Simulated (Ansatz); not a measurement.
Start from `O[SiH2][SiH]([SiH3])Cl` and change one atom or group to get `BO[SiH]([SiH3])Cl`.

Ansatz, PBE0-D4/def2-TZVP geometries, multiplicity 1. Each molecule was computed in one conformer, which needn't be the lowest.

| property | `O[SiH2][SiH]([SiH3])Cl` |
| --- | --- |
| HOMO energy (ωB97M-V/def2-TZVPP) / eV | -9.66 |
| HOMO energy (PBE0/def2-TZVPP) / eV | -7.68 |
| HOMO–LUMO gap (B3LYP/def2-TZVPP) / eV | 6.09 |
| HOMO energy (B3LYP/def2-TZVPP) / eV | -7.49 |
| size of the dipole moment (PBE/def2-TZVPP) / D | 0.76 |
| size of the dipole moment (ωB97M-V/def2-TZVPP) / D | 0.94 |

(1) Give the same properties after the change, and the shifts. (Estimate.)

Answers

(1) Computed: 
```tsv
property	`BO[SiH]([SiH3])Cl`	shift
HOMO energy (ωB97M-V/def2-TZVPP) / eV	-10.38	-0.72
HOMO energy (PBE0/def2-TZVPP) / eV	-8.32	-0.64
HOMO–LUMO gap (B3LYP/def2-TZVPP) / eV	6.97	0.88
HOMO energy (B3LYP/def2-TZVPP) / eV	-8.12	-0.63
size of the dipole moment (PBE/def2-TZVPP) / D	1.27	0.51
size of the dipole moment (ωB97M-V/def2-TZVPP) / D	1.33	0.39
```

With PBE0 the HOMO falls by 0.64 eV and the LUMO rises by 0.33 eV, so the gap widens by about 0.97 eV. PBE moves the HOMO by -0.57 eV and ωB97M-V by -0.72 eV. Dipoles are sizes alone; their direction can turn.

B3LYP here is the variant with VWN-RPA as its local correlation; programs differ in this.
